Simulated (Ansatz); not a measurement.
Cost and result for the atomization energy of CH$_{6}$OSn (`C[O][SnH3]`) (9 atoms, 8 bonds).

Z-matrix (Å, degrees):
```
C
O 1 1.402
H 1 1.100 2 112.6
H 1 1.094 2 108.4 3 118.9
H 1 1.100 2 112.6 3 -122.2
Sn 2 1.968 1 119.0 3 61.1
H 6 1.709 2 107.4 1 -59.6
H 6 1.698 2 103.8 1 -180.0
H 6 1.709 2 107.4 1 59.7
```

Total charge 0; spin multiplicity 1. Correlated methods include outer-core shells of Sn, which these sets cover unevenly. Sn takes the def2 core potential. All single points use the PBE0-D4/def2-TZVP geometry. Program: Ansatz. All runs use 2 threads of a server CPU on a shared host. Times are those of one run each, without the atoms' runs, and a repeat can differ threefold. Electronic energies, without spin–orbit coupling; frozen cores. CCSD(T)/CBS adds CCSD(T) − MP2 in def2-TZVPP to the MP2 limit, and its time is that of the two runs behind it. T1 = 0.013. With those shells the extrapolation isn't a true limit. B3LYP takes the VWN-RPA correlation (the form of Gaussian; ORCA's B3LYP/G). HSE06 is the plane-wave form, built on full-range PBE exchange.

CCSD(T)/CBS is a level of theory with its own doubt, some kJ/mol a heavy atom from the limit and from the frozen cores, so smaller differences don't rank the functionals.

| level | functions | wall time | atomization (kJ/mol) | difference from CCSD(T)/CBS | per bond |
| --- | --- | --- | --- | --- | --- |
| revPBE-D4/def2-TZVPP | 196 | 1.8 s | 2723.3 | -69.7 | -8.7 |
| BLYP-D4/def2-TZVPP | 196 | 1.9 s | 2758.2 | -34.8 | -4.4 |
| PBE-D4/def2-TZVPP (with forces) | 196 | 2.3 s | 2788.7 | -4.3 | -0.5 |
| BHLYP-D4/def2-TZVPP | 196 | 2.5 s | 2691.5 | -101.5 | -12.7 |
| CAM-B3LYP-D4/def2-TZVPP | 196 | 2.8 s | 2788.0 | -5.0 | -0.6 |
| HSE06-D4/def2-TZVPP | 196 | 2.8 s | 2743.7 | -49.3 | -6.2 |
| CCSD(T)/def2-SVP | 84 | 3.6 s | 2606.7 | -186.3 | -23.3 |
| B3LYP-D4/def2-TZVPP (with forces) | 196 | 3.7 s | 2766.4 | -26.6 | -3.3 |
| B2PLYP/def2-TZVPP | 196 | 4.7 s | 2734.6 | -58.4 | -7.3 |
| ωB97X-V/def2-TZVPP | 196 | 7 s | 2790.7 | -2.3 | -0.3 |
| MP2/def2-QZVPP | 376 | 17 s | 2754.1 | -38.9 | -4.9 |
| CCSD(T)/def2-TZVPP | 196 | 66 s | 2720.4 | -72.6 | -9.1 |
| CCSD(T)/CBS(def2) | – | 83 s | 2793.0 | 0.0 | 0.0 |

In def2-TZVPP, CCSD(T) changes the Hartree–Fock value by +751.9 kJ/mol (the triples alone add +37.2 kJ/mol) and MP2 by +741.8 kJ/mol; breaking electron pairs costs correlation energy, which Hartree–Fock lacks. Leaving LDA and LC-ωPBE aside and taking each functional with its dispersion term where it has one, the values, not all of them listed here, spread over 114.7 kJ/mol, from BHLYP-D4 to B97M-V. LDA lies +393.1 kJ/mol from PBE without D4, its usual overbinding. The D4 term adds +22.6 kJ/mol with B3LYP and +11.8 kJ/mol with PBE0; it sums over pairs of atoms, weighted by their polarisabilities, and B3LYP, whose exchange is more repulsive, gets the larger term.

Spin–orbit coupling would lower the free Sn atoms strongly, and the atomization energy with them, by more than many differences here. For some Ge, Se and Sn compounds the MP2-based and the directly extrapolated limit differ by 10 to 25 kJ/mol.
